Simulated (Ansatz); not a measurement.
Geometry optimisation, UKS r2SCAN-D4/6-31G* (Ansatz 0.2.0).

Input:

```yaml
crystal:
  periodic: [false, false, false]
  atoms:
    - { symbol: F, position_ang: [0.78789, -0.50898, 1.11903] }
    - { symbol: Si, position_ang: [-0.32524, 0.24405, 0.26886] }
    - { symbol: F, position_ang: [-0.96275, -0.8891, -0.64685] }
    - { symbol: F, position_ang: [0.5001, 1.15403, -0.74104] }
magnetization:
  spin_polarized: true
  initial_magnetization: 1
basis:
  gaussian: { orbitals: "6-31G*" }
hamiltonian:
  xc: r2scan
  dispersion: d4
relax:
  f_tol: 0.015
  max_steps: 40
output:
  orbitals: {}
```

Launched with:

```bash
$ ansatz run input.yaml --threads 1 --pin off --max-ram 2048MiB --backend cpu --events-out ev --progress --plain --runs-dir out
```

Problem. Where does it end, and by what steps?

Solution. It converged. After 3 steps the energy has fallen by 0.060 eV; Si2 moved furthest, 0.06 Å.

```csv
step,energy less start (eV),largest force component (eV/Å),accepted
0,0.0000,0.580,yes
1,-0.0473,0.257,yes
2,-0.0597,0.018,yes
3,-0.0598,0.003,yes
```

```xyz
4
Properties=species:S:1:pos:R:3
F 0.793 -0.512 1.163
Si -0.286 0.216 0.237
F -1.004 -0.901 -0.651
F 0.497 1.198 -0.749
```

The run took 9.8 s on 1 thread of AMD EPYC 9R45 96-Core Processor (Zen 5), on a shared host, peak memory 0.17 GiB.
